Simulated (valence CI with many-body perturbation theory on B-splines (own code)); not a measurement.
E1 transitions of Eu³⁰⁺

Calculated by valence CI with perturbative core correlation (CI+MBPT): five valence electrons over a frozen Dirac-Fock core [Ar] 3d10, radial functions for each j: 11 s, 11 p, 10 d, 8 f, 5 g, 2 h, with the one-electron correlation potential Σ1, the two-electron term Σ2, the three-electron term Σ3, Breit, model QED; selected CI, second order for the rest, scaled by the run's own slope (own B-spline code, finite nucleus).

The last digits are not significant, and no measured levels were compared; by estimate large intervals hold to a few tenths of a per cent, small ones and those within an open d or f shell to about a per cent. Among the levels kept, up to 2000 cm⁻¹ of a level comes from second order outside the variational space, and about a tenth of that is noise between levels of different J, which matters for small intervals.

Lines 51 to 100 of 551 in falling wavelength, among levels below 2727100 cm⁻¹, chosen from the strongest by gf and those to the six lowest levels. Wavelengths and rates use the calculated energies. Electric multipoles are in the length gauge, E1 and E2 with the static RPA response of the core. Weak lines are less certain than strong ones. Lines between different terms over intervals too small for the method are left out, as are lines whose strength nearly cancels. Where a level lies close to another of its J and parity, the split of strength between their lines is uncertain. The highest levels of a list are the least certain.

Levels are named by their leading jj configuration (3d3/2^4 stands for four electrons in 3d with j = 3/2), which in mixed levels can hold well under half, so a name can repeat and another be missing. Letters in brackets count levels of one name in rising energy.

| λ vac (nm) | Upper | Lower | A (s⁻¹) | S (a.u.) with core polarisation | S without |
| --- | --- | --- | --- | --- | --- |
| 11.20 | (4s 4p1/2^2 4p3/2 4d3/2) J=5/2 [b] | (4s 4p1/2^2 4p3/2^2) J=3/2 | 1.53e+10 | 6.34e-02 | 6.80e-02 |
| 11.14 | (4s 4p1/2 4p3/2^2 4d5/2) J=3/2 [d] | (4s^2 4p1/2 4p3/2 4d5/2) J=3/2 [a] | 2.67e+10 | 7.29e-02 | 7.83e-02 |
| 11.12 | (4s 4p1/2 4p3/2^2 4d5/2) J=5/2 [g] | (4s^2 4p1/2 4p3/2 4d5/2) J=3/2 [b] | 1.56e+10 | 6.34e-02 | 6.79e-02 |
| 11.12 | (4s 4p3/2^4) J=1/2 | (4s^2 4p3/2^3) J=3/2 | 5.10e+10 | 6.91e-02 | 7.43e-02 |
| 11.08 | (4s^2 4p1/2^2 4d3/2) J=3/2 | (4s^2 4p1/2^2 4p3/2) J=3/2 | 1.34e+10 | 3.60e-02 | 3.87e-02 |
| 11.07 | (4s^2 4p1/2 4p3/2 4d3/2) J=5/2 | (4s^2 4p1/2 4p3/2^2) J=5/2 | 1.26e+10 | 5.07e-02 | 5.43e-02 |
| 11.07 | (4s 4p1/2 4p3/2^2 4d5/2) J=7/2 [d] | (4s^2 4p1/2 4p3/2 4d5/2) J=7/2 [b] | 1.33e+10 | 7.12e-02 | 7.65e-02 |
| 11.06 | (4s 4p1/2 4p3/2^2 4d5/2) J=5/2 [g] | (4s^2 4p1/2 4p3/2 4d5/2) J=5/2 [c] | 3.63e+10 | 1.45e-01 | 1.56e-01 |
| 11.06 | (4s 4p1/2 4p3/2^3) J=5/2 | (4s^2 4p1/2 4p3/2^2) J=3/2 | 3.18e+08 | 1.28e-03 | 1.38e-03 |
| 11.02 | (4s 4p3/2^3 4d3/2) J=7/2 | (4s^2 4p3/2^2 4d5/2) J=7/2 | 1.39e+10 | 7.36e-02 | 7.90e-02 |
| 11.02 | (4s 4p1/2 4p3/2^2 4d5/2) J=5/2 [e] | (4s^2 4p1/2 4p3/2 4d5/2) J=5/2 [b] | 3.19e+10 | 1.26e-01 | 1.35e-01 |
| 11.01 | (4s 4p1/2^2 4p3/2 4d5/2) J=7/2 [b] | (4s^2 4p1/2^2 4d5/2) J=5/2 | 5.13e+10 | 2.70e-01 | 2.90e-01 |
| 10.99 | (4p1/2^2 4p3/2^3) J=3/2 | (4s^2 4p1/2^2 4d3/2) J=3/2 | 4.23e+10 | 1.11e-01 | 1.19e-01 |
| 10.98 | (4s 4p1/2 4p3/2^2 4d5/2) J=3/2 [f] | (4s^2 4p1/2 4p3/2 4d5/2) J=3/2 [b] | 2.39e+10 | 6.25e-02 | 6.71e-02 |
| 10.95 | (4s 4p1/2 4p3/2^2 4d5/2) J=9/2 [c] | (4s^2 4p1/2 4p3/2 4d5/2) J=9/2 | 1.53e+10 | 9.92e-02 | 1.07e-01 |
| 10.94 | (4s 4p1/2 4p3/2^3) J=1/2 | (4s^2 4p1/2 4p3/2^2) J=1/2 | 2.33e+10 | 3.01e-02 | 3.23e-02 |
| 10.91 | (4s^2 4p1/2 4p3/2 4d3/2) J=3/2 [a] | (4s^2 4p1/2 4p3/2^2) J=3/2 | 2.30e+09 | 5.89e-03 | 6.29e-03 |
| 10.90 | (4s 4p3/2^3 4d5/2) J=3/2 [b] | (4s^2 4p3/2^2 4d3/2) J=3/2 [b] | 2.92e+10 | 7.47e-02 | 8.02e-02 |
| 10.89 | (4s 4p1/2 4p3/2^2 4d5/2) J=7/2 [b] | (4s^2 4p1/2 4p3/2 4d5/2) J=5/2 [a] | 2.25e+10 | 1.15e-01 | 1.23e-01 |
| 10.89 | (4s^2 4p1/2 4p3/2 4d3/2) J=1/2 [a] | (4s^2 4p1/2 4p3/2^2) J=3/2 | 6.88e+09 | 8.77e-03 | 9.43e-03 |
| 10.89 | (4s 4p1/2 4p3/2^2 4d3/2) J=7/2 [b] | (4s^2 4p1/2 4p3/2 4d3/2) J=7/2 | 3.42e+10 | 1.74e-01 | 1.87e-01 |
| 10.88 | (4s 4p1/2 4p3/2^2 4d5/2) J=7/2 [e] | (4s^2 4p1/2 4p3/2 4d5/2) J=7/2 [b] | 3.48e+10 | 1.77e-01 | 1.90e-01 |
| 10.88 | (4s 4p1/2^2 4p3/2 4d3/2) J=5/2 [a] | (4s 4p1/2^2 4p3/2^2) J=5/2 | 6.66e+09 | 2.54e-02 | 2.70e-02 |
| 10.87 | (4s 4p1/2 4p3/2^2 4d5/2) J=5/2 [c] | (4s^2 4p1/2 4p3/2 4d5/2) J=5/2 [a] | 1.68e+10 | 6.40e-02 | 6.86e-02 |
| 10.85 | (4s 4p1/2^2 4p3/2 4d3/2) J=3/2 | (4s 4p1/2^2 4p3/2^2) J=5/2 | 6.49e+09 | 1.64e-02 | 1.74e-02 |
| 10.84 | (4s 4p1/2 4p3/2^2 4d5/2) J=5/2 [d] | (4s^2 4p1/2 4p3/2 4d3/2) J=3/2 [b] | 2.39e+10 | 9.01e-02 | 9.67e-02 |
| 10.81 | (4s 4p1/2 4p3/2^2 4d3/2) J=3/2 [c] | (4s^2 4p1/2 4p3/2 4d3/2) J=5/2 | 4.87e+10 | 1.21e-01 | 1.30e-01 |
| 10.80 | (4s^2 4p1/2 4p3/2 4d3/2) J=7/2 | (4s^2 4p1/2 4p3/2^2) J=5/2 | 1.79e+08 | 8.92e-04 | 9.39e-04 |
| 10.73 | (4s 4p1/2 4p3/2^2 4d5/2) J=5/2 [h] | (4s^2 4p1/2 4p3/2 4d5/2) J=3/2 [b] | 2.30e+10 | 8.43e-02 | 9.05e-02 |
| 10.72 | (4s 4p1/2^2 4p3/2 4d3/2) J=7/2 | (4s 4p1/2^2 4p3/2^2) J=5/2 | 1.06e+09 | 5.15e-03 | 5.42e-03 |
| 10.70 | (4s^2 4p3/2^2 4f5/2) J=7/2 | (4s^2 4p3/2^2 4d5/2) J=5/2 [b] | 2.05e+10 | 9.90e-02 | 1.06e-01 |
| 10.70 | (4s 4p1/2 4p3/2^2 4d3/2) J=1/2 [b] | (4s^2 4p1/2 4p3/2 4d3/2) J=3/2 [a] | 5.39e+10 | 6.51e-02 | 6.98e-02 |
| 10.67 | (4s^2 4p1/2 4p3/2 4d3/2) J=5/2 | (4s^2 4p1/2 4p3/2^2) J=3/2 | 7.99e+08 | 2.87e-03 | 3.07e-03 |
| 10.66 | (4s^2 4p1/2 4d3/2 4d5/2) J=9/2 | (4s^2 4p1/2 4p3/2 4d5/2) J=7/2 [b] | 1.52e+10 | 9.11e-02 | 9.78e-02 |
| 10.64 | (4s 4p1/2 4p3/2^3) J=3/2 [b] | (4s^2 4p1/2 4p3/2^2) J=1/2 | 1.25e+10 | 2.97e-02 | 3.19e-02 |
| 10.63 | (4s 4p3/2^3 4d3/2) J=5/2 [b] | (4s^2 4p3/2^2 4d3/2) J=7/2 | 4.71e+10 | 1.68e-01 | 1.80e-01 |
| 10.63 | (4s 4p1/2 4p3/2^2 4d3/2) J=7/2 [b] | (4s^2 4p1/2 4p3/2 4d3/2) J=5/2 | 1.52e+10 | 7.21e-02 | 7.73e-02 |
| 10.62 | (4s 4p1/2 4p3/2^2 4d5/2) J=7/2 [e] | (4s^2 4p1/2 4p3/2 4d5/2) J=5/2 [b] | 1.62e+10 | 7.64e-02 | 8.18e-02 |
| 10.61 | (4s 4p3/2^3 4d5/2) J=7/2 [b] | (4s^2 4p3/2^2 4d5/2) J=7/2 | 1.29e+10 | 6.07e-02 | 6.52e-02 |
| 10.59 | (4s 4p1/2 4p3/2^2 4d5/2) J=5/2 [b] | (4s^2 4p1/2 4p3/2 4d5/2) J=7/2 [a] | 3.38e+10 | 1.19e-01 | 1.27e-01 |
| 10.58 | (4s 4p1/2^2 4p3/2^2) J=1/2 | (4s^2 4p1/2^2 4p3/2) J=3/2 | 6.80e+10 | 7.96e-02 | 8.52e-02 |
| 10.57 | (4s 4p1/2 4p3/2^2 4d3/2) J=5/2 [c] | (4s^2 4p1/2 4p3/2 4d3/2) J=5/2 | 1.77e+10 | 6.19e-02 | 6.64e-02 |
| 10.56 | (4s 4p1/2 4p3/2^2 4d3/2) J=5/2 [d] | (4s^2 4p1/2 4p3/2 4d3/2) J=7/2 | 4.68e+10 | 1.63e-01 | 1.75e-01 |
| 10.55 | (4s 4p3/2^3 4d5/2) J=5/2 [b] | (4s^2 4p3/2^2 4d5/2) J=5/2 [a] | 2.38e+10 | 8.29e-02 | 8.90e-02 |
| 10.54 | (4s^2 4p1/2 4d5/2^2) J=7/2 | (4s^2 4p1/2 4p3/2 4d5/2) J=5/2 [c] | 3.42e+10 | 1.58e-01 | 1.70e-01 |
| 10.53 | (4s 4p1/2 4p3/2^2 4d3/2) J=7/2 [c] | (4s^2 4p1/2 4p3/2 4d3/2) J=7/2 | 3.34e+10 | 1.54e-01 | 1.65e-01 |
| 10.53 | (4s^2 4p3/2 4d3/2 4d5/2) J=5/2 [a] | (4s^2 4p3/2^2 4d3/2) J=7/2 | 1.75e+10 | 6.05e-02 | 6.48e-02 |
| 10.51 | (4s 4p1/2^2 4p3/2 4d5/2) J=5/2 [b] | (4s^2 4p1/2^2 4d5/2) J=5/2 | 5.62e+10 | 1.93e-01 | 2.07e-01 |
| 10.49 | (4s 4p1/2 4p3/2^2 4d3/2) J=5/2 [e] | (4s^2 4p1/2 4p3/2 4d5/2) J=5/2 [b] | 2.86e+10 | 9.79e-02 | 1.05e-01 |
| 10.46 | (4s 4p1/2^2 4p3/2 4d5/2) J=3/2 [b] | (4s^2 4p1/2^2 4d5/2) J=5/2 | 9.77e+10 | 2.20e-01 | 2.36e-01 |
